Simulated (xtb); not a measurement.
xtb input (GFN1-xTB):

```bash
xtb mol.xyz --gfn 1 --opt tight --chrg 0 --uhf 0
```
mol.xyz:
```
3

Hg     0.00000000     0.00000000     0.00000000
Br     0.00000000     0.00000000     2.42485796
Br    -0.00000000    -0.00000000    -2.42485796
```

Output:

```
           -------------------------------------------------
          |                Calculation Setup                |
           -------------------------------------------------

           -------------------------------------------------
          |                 G F N 1 - x T B                 |
           -------------------------------------------------

        Reference                      10.1021/acs.jctc.7b00118
      * Hamiltonian:
        H0-scaling (s, p, d)           1.850000    2.250000    2.000000
        zeta-weighting                 0.000000
      * Dispersion:
        s8                             2.400000
        a1                             0.630000
        a2                             5.000000
        s9                             0.000000
      * Repulsion:
        kExp                           1.500000
        rExp                           1.000000
      * Coulomb:
        alpha                          2.000000
        third order                    atomic
        anisotropic                    false
      * Halogen bond correction:
        rad-scale                      1.300000
        damping                        0.440000

          ...................................................
          :                      SETUP                      :
          :.................................................:
          :  # basis functions                  24          :
          :  # atomic orbitals                  22          :
          :  # shells                            8          :
          :  # electrons                        16          :
          :  # halogen bonds                     0          :
          :  max. iterations                   250          :
          :  Hamiltonian                  GFN1-xTB          :
          :  restarted?                      false          :
          :  GBSA solvation                  false          :
          :  PC potential                    false          :
          :  electronic temp.          300.0000000     K    :
          :  accuracy                    1.0000000          :
          :  -> integral cutoff          0.2500000E+02      :
          :  -> integral neglect         0.1000000E-07      :
          :  -> SCF convergence          0.1000000E-05 Eh   :
          :  -> wf. convergence          0.2000000E-04 e    :
          :  Broyden damping             0.4000000          :
          :  net charge                          0          :
          :  unpaired electrons                  0          :
          ...................................................

 iter      E             dE          RMSdq      gap      omega  full diag
   1     -8.6636168 -0.866362E+01  0.549E+00    4.50       0.0  T
   2     -8.7089911 -0.453743E-01  0.239E+00    5.08       1.0  T
   3     -8.7099766 -0.985558E-03  0.127E+00    4.96       1.0  T
   4     -8.7100140 -0.373206E-04  0.473E-02    4.96       1.2  T
   5     -8.7100141 -0.102051E-06  0.180E-02    4.96       3.2  T
   6     -8.7100141 -0.524034E-07  0.130E-03    4.96      44.4  T
   7     -8.7100141 -0.357788E-09  0.242E-06    4.96   23854.4  T
[...]
 classical contributions        ...        0 min,  0.000 sec (  0.154%)
 integral evaluation            ...        0 min,  0.001 sec ( 30.799%)
 iterations                     ...        0 min,  0.001 sec ( 14.556%)
 molecular gradient             ...        0 min,  0.002 sec ( 49.475%)
 printout                       ...        0 min,  0.000 sec (  2.495%)

         :::::::::::::::::::::::::::::::::::::::::::::::::::::
         ::                     SUMMARY                     ::
         :::::::::::::::::::::::::::::::::::::::::::::::::::::
         :: total energy              -8.698325438448 Eh    ::
         :: gradient norm              0.000000024448 Eh/a0 ::
         :: HOMO-LUMO gap              4.803428352952 eV    ::
         ::.................................................::
         :: SCC energy                -8.708308448789 Eh    ::
         :: -> electrostatic           0.021350975048 Eh    ::
         :: repulsion energy           0.011091446792 Eh    ::
         :: dispersion energy         -0.001108436451 Eh    ::
         :: halogen bond corr.         0.000000000000 Eh    ::
         :: add. restraining           0.000000000000 Eh    ::
         :: total charge              -0.000000000000 e     ::
         :::::::::::::::::::::::::::::::::::::::::::::::::::::

           -------------------------------------------------
          |                Property Printout                |
           -------------------------------------------------

    * Orbital Energies and Occupations

         #    Occupation            Energy/Eh            Energy/eV
      -------------------------------------------------------------
         1        2.0000           -0.7178096             -19.5326
         2        2.0000           -0.7111697             -19.3519
         3        2.0000           -0.5596559             -15.2290
         4        2.0000           -0.4602093             -12.5229
         5        2.0000           -0.4549601             -12.3801
         6        2.0000           -0.4549601             -12.3801
         7        2.0000           -0.4461996             -12.1417
         8        2.0000           -0.4461996             -12.1417 (HOMO)
         9                         -0.2696769              -7.3383 (LUMO)
        10                         -0.1792102              -4.8766
        11                         -0.1792102              -4.8766
        12                         -0.0976677              -2.6577
        13                         -0.0976677              -2.6577
        14                         -0.0975083              -2.6533
        15                         -0.0975083              -2.6533
        16                         -0.0966697              -2.6305
        17                         -0.0966697              -2.6305
        18                         -0.0960042              -2.6124
        19                         -0.0197903              -0.5385
       ...                                ...                  ...
        22                          0.5114207              13.9165
      -------------------------------------------------------------
                  HL-Gap            0.1765227 Eh            4.8034 eV
             Fermi-level           -0.3579382 Eh           -9.7400 eV

  Mulliken/CM5 charges         n(s)   n(p)   n(d)
     1Hg    0.21752  0.28737   1.214  0.568  0.000
     2Br   -0.10876 -0.14369   1.920  5.190 -0.002
     3Br   -0.10876 -0.14369   1.920  5.190 -0.002

Wiberg/Mayer (AO) data.
largest (>0.10) Wiberg bond orders for each atom

 ---------------------------------------------------------------------------
     #   Z sym  total        # sym  WBO       # sym  WBO       # sym  WBO
 ---------------------------------------------------------------------------
     1  80 Hg   1.971 --     2 Br   0.986     3 Br   0.986
     2  35 Br   1.238 --     1 Hg   0.986     3 Br   0.252
     3  35 Br   1.238 --     1 Hg   0.986     2 Br   0.252
 ---------------------------------------------------------------------------

Topologies differ in total number of bonds
Writing topology from bond orders to xtbtopo.mol

 dipole moment from electron density (au)
     X       Y       Z
   0.0000   0.0000   0.0000  total (Debye):    0.000

           -------------------------------------------------
Note: The following floating-point exceptions are signalling: IEEE_UNDERFLOW_FLAG IEEE_DENORMAL
normal termination of xtb
          |                Geometry Summary                 |
           -------------------------------------------------

      molecular mass/u    :      360.4062226
   center of mass at/Å    :        0.0000000       0.0000000       0.0000000
  moments of inertia/u·Å² :        0.3776124E-26   0.9558703E+03   0.9558703E+03
rotational constants/cm⁻¹ :        0.4464269E+28   0.1763590E-01   0.1763590E-01

 * 2 selected distances

     #   Z          #   Z                                           value/Å
     1  80 Hg       2  35 Br                                      2.4456905 (min)
     1  80 Hg       3  35 Br                                      2.4456905 (max)

 * 1 distinct bonds (by element types)

   Z      Z             #   av. dist./Å        max./Å        min./Å
  35 Br  80 Hg          2     2.4456905     2.4456905     2.4456905

optimized geometry written to: xtbopt.xyz

           -------------------------------------------------
          | TOTAL ENERGY               -8.698325438448 Eh   |
          | GRADIENT NORM               0.000000024448 Eh/α |
          | HOMO-LUMO GAP               4.803428352952 eV   |
           -------------------------------------------------

------------------------------------------------------------------------
------------------------------------------------------------------------
 total:
 SCF:
 ANC optimizer:
```
